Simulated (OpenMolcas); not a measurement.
Ni3+ among 5 point charges of -2.5 e arranged as a trigonal bipyramid (D3h), 1.92 Å from the ion, with the axial distance 1.690 Å.

* Program: OpenMolcas
* Method: SS-CASPT2, IPEA 0.25 Eh, imaginary shift 0.1 Eh (closed shells correlated: 3s 3p)
* Basis: ANO-RCC-VDZP [5s4p2d1f]
* Scalar Hamiltonian: DKH2, point nucleus
* Active space: 7 electrons in 5 orbitals (3d)
* State averaging: 2S+1 = 4 even, 10 roots; 2S+1 = 2 even, 40 roots
* Spin-orbit coupling: state interaction with AMFI integrals over the reference wave functions

(1) What is the spin-free ground state (labels of D3, the rotations of D3h)?

(2) Where is the first state of the same spin?

(3) What are the lowest two levels with spin-orbit coupling?

(4) What is χT at 300 K, and how does it compare with the textbook value?

## Answers

(1) 4A1, 1-fold in its orbital part, 100 % from free-ion F terms; it has the highest spin that d7 allows.

(2) 4A2 at 10.7 cm-1 above the ground state. The two act as a nearly degenerate pair, with unquenched orbital momentum.

(3) A 2-fold level E3/2 with g = 0.00, 0.00, 11.99, then a 2-fold level E1/2 740 cm-1 above it. Their leading multiplicities are 4 (100 %) and 4 (100 %).

(4) The lowest level has 2S+1 = 4, for which the spin-only value is χT = S(S+1) / 2 = 1.875 cm3 K/mol (g = 2). The computed 4.891 at 300 K differs by +3.016, through orbital momentum, spin-orbit coupling and any other state in reach.

Roots that are degenerate in the reference are averaged as groups; the widest CASPT2 spread within a group is 95 cm-1 (the 2-fold group of multiplicity 4 near 7800 cm-1 above the lowest state of its run). Shifts and gaps below about the spread of the groups concerned are not significant. Spin-orbit coupling mixes the spin-free states strongly: the lowest level takes only 50 % from its leading state, 4A1. Point charges give a weaker field than real ligands, and real ions of this kind are often low spin; the high spin found here belongs to the model. Free-ion shares, where given, are those of the reference states; single-state CASPT2 does not remix them. This is an electrostatic model: the charges have no orbitals. No measured value stands beside these numbers.
